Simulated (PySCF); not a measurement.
**Radial density of Te⁺ (tellurium, charge +1)**

M06-2X, [Kr] 4d10 5s2 5p2 5d1, one real determinant (an excited configuration). All numbers are calculated (PySCF 2.14, a scalar-relativistic core potential, in aug-cc-pwCVTZ-PP with ECP28MDF). This is the valence pseudo-density: the core potential removes the inner electrons and smooths the orbitals near the nucleus.

```json
{"r (bohr)": "0.00219", "4πr²ρ (e/bohr)": "2.533e-05", "4πr²(ρα − ρβ)": "0.0000"}
{"r (bohr)": "0.00369", "4πr²ρ (e/bohr)": "6.983e-05", "4πr²(ρα − ρβ)": "0.0000"}
{"r (bohr)": "0.00621", "4πr²ρ (e/bohr)": "0.0001843", "4πr²(ρα − ρβ)": "0.0000"}
{"r (bohr)": "0.0104", "4πr²ρ (e/bohr)": "0.0004387", "4πr²(ρα − ρβ)": "0.0000"}
{"r (bohr)": "0.0176", "4πr²ρ (e/bohr)": "0.0008790", "4πr²(ρα − ρβ)": "0.0000"}
{"r (bohr)": "0.0295", "4πr²ρ (e/bohr)": "0.001495", "4πr²(ρα − ρβ)": "0.0000"}
{"r (bohr)": "0.0497", "4πr²ρ (e/bohr)": "0.002023", "4πr²(ρα − ρβ)": "0.0000"}
{"r (bohr)": "0.0836", "4πr²ρ (e/bohr)": "0.003864", "4πr²(ρα − ρβ)": "0.0000"}
{"r (bohr)": "0.141", "4πr²ρ (e/bohr)": "0.02590", "4πr²(ρα − ρβ)": "0.0002"}
{"r (bohr)": "0.236", "4πr²ρ (e/bohr)": "0.3436", "4πr²(ρα − ρβ)": "0.0035"}
{"r (bohr)": "0.398", "4πr²ρ (e/bohr)": "5.274", "4πr²(ρα − ρβ)": "0.0700"}
{"r (bohr)": "0.669", "4πr²ρ (e/bohr)": "25.05", "4πr²(ρα − ρβ)": "0.2199"}
{"r (bohr)": "1.13", "4πr²ρ (e/bohr)": "13.14", "4πr²(ρα − ρβ)": "0.0476"}
{"r (bohr)": "1.89", "4πr²ρ (e/bohr)": "3.374", "4πr²(ρα − ρβ)": "1.2167"}
{"r (bohr)": "3.18", "4πr²ρ (e/bohr)": "1.022", "4πr²(ρα − ρβ)": "0.7478"}
{"r (bohr)": "5.35", "4πr²ρ (e/bohr)": "0.1573", "4πr²(ρα − ρβ)": "0.1537"}
{"r (bohr)": "9.01", "4πr²ρ (e/bohr)": "0.002837", "4πr²(ρα − ρβ)": "0.0028"}
```

⟨L²⟩ = 7.84 against 12 for a pure F term, so this real determinant mixes terms. Energies and moments cover only the electrons outside the core potential. The outer electron is Rydberg-like, and this basis confines it to a smaller radius and binds it less than a complete one would.
